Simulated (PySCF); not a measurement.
A side-by-side comparison of computed properties.

First species: C7H15N.
InChI=1S/C7H15N/c1-5-7(2,3)6-8-4/h4-6H2,1-3H3

Second species: C₆H₁₁O₂P.
SMILES: `C=C[P@](=O)(CC)C(C)=O`

Levels: PBE0/pcSseg-1 for dipole moment, HOMO energy, LUMO energy and HOMO–LUMO gap; GFN2-xTB for rotational constant A and rotational constant C. Geometries: GFN2-xTB. Each species is one conformer at its optimised geometry, gas phase, non-relativistic unless stated; the electronic structure was computed with PySCF and density fitting.

The conformers computed, where there is a choice (atom-mapped SMILES and torsion angles):
- `[CH2:1]=[N:2][CH2:3][C:4]([CH3:5])([CH3:6])[CH2:7][CH3:8]`: C1–N2–C3–C4 -127°, N2–C3–C4–C5 -177°, C3–C4–C7–C8 178°
- `[CH2:1]=[CH:2][P@:3](=[O:4])([CH2:5][CH3:6])[C:7]([CH3:8])=[O:9]`: C1–C2–P3–O4 1°, C2–P3–C5–C6 -179°, C2–P3–C7–C8 -121°

```
             property   column X   column Y
        dipole moment     1.28 D     1.11 D
          HOMO energy   -7.13 eV   -6.98 eV
          LUMO energy   -0.15 eV   -1.50 eV
        HOMO–LUMO gap    6.98 eV    5.48 eV
rotational constant A  2.823 GHz  1.503 GHz
rotational constant C  1.201 GHz  0.990 GHz
```

(1) Which column belongs to which species?

(2) How does each property change from the first species to the second?

Results:

(1) Column X is the first species and column Y the second. The first has 23 atoms and 64 electrons, the second 20 and 78.

(2) dipole moment -0.17 D; HOMO energy +0.15 eV; LUMO energy -1.35 eV; HOMO–LUMO gap -1.50 eV; rotational constant A -1.320 GHz; rotational constant C -0.211 GHz.

On the first: The dipole equals about 4.3 × 10⁻³⁰ C·m (1 D = 3.33564 × 10⁻³⁰ C·m). A dipole of 1.28 D is allowed in C1, and pure rotational transitions are dipole-allowed.

On the second: A dipole of 1.11 D is allowed in C1, and pure rotational transitions are dipole-allowed. In atomic units the dipole is 0.44 e·bohr (1 au = 2.5417 D).
